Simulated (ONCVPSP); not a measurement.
# zirconium (Zr) ONCV: all-electron and pseudo phase curves

- Element: zirconium
- Generator: ONCVPSP 4.0.1
- Type: optimised norm-conserving Vanderbilt (ONCV)
- Functional: PBE
- Relativity: scalar-relativistic
- Frozen core: [Ar] 3d10
- Valence charge: 12
- Reference configuration: 4s2 4p6 4d2 5s2
- Partial waves: 4s+5s: rc 2.20 bohr, ncon 4, nbas 7, qcut 7.3 1/bohr, 2 projectors; 4p: rc 1.80 bohr, ncon 4, nbas 8, qcut 9.5 1/bohr, 2 projectors, debl 3 Ha; 4d: rc 2.40 bohr, ncon 4, nbas 8, qcut 6.6 1/bohr, 1 projector
- Local potential: polynomial inside 1.60 bohr (lpopt 5, dvloc0 0 Ha)
- Core correction: Teter function, fcfact 5, rcfact 1.4

The phase is arctan(r·R′/R) of the radial function R(r), unwrapped; energies in Ha, scanned from -4 to 5 Ha. A pole is an energy at which the radial function vanishes at the test radius. The pseudo phase is shifted by a multiple of π to meet the all-electron one at the reference energy, and phase errors are pseudo minus all-electron; the curves can meet again beyond the range given. Levels narrower than the energy grid can be missing from the lists of poles.

```csv
channel,radius (bohr),reference energy (Ha),"poles, all-electron","poles, pseudo",unbroken range about the reference energy with phases within 0.05 rad,phase error 1 Ha above the reference energy (rad)
s,2.24,-0.16,"-1.87, 2.94","-1.87, 2.89",below 4.4,-0.001
p,1.83,-1.19,-0.41,-0.41,the whole range,-0.000
d,2.43,-0.13,"0.35, 4.00","0.35, 4.11",below 1.5,+0.004
```

Phases in the p channel:

```tsv
E (Ha)	all-electron	pseudo
-3.98	1.258	1.258
-3.50	1.207	1.207
-3.02	1.124	1.124
-2.54	0.958	0.958
-2.06	0.489	0.489
-1.58	-0.701	-0.701
-1.10	-1.306	-1.306
-0.62	-1.515	-1.515
-0.14	-1.630	-1.630
0.34	-1.719	-1.719
0.82	-1.814	-1.814
1.30	-1.944	-1.944
1.78	-2.179	-2.179
2.26	-2.732	-2.732
2.74	-3.655	-3.656
3.22	-4.162	-4.163
3.70	-4.374	-4.375
4.18	-4.484	-4.485
4.66	-4.552	-4.553
```
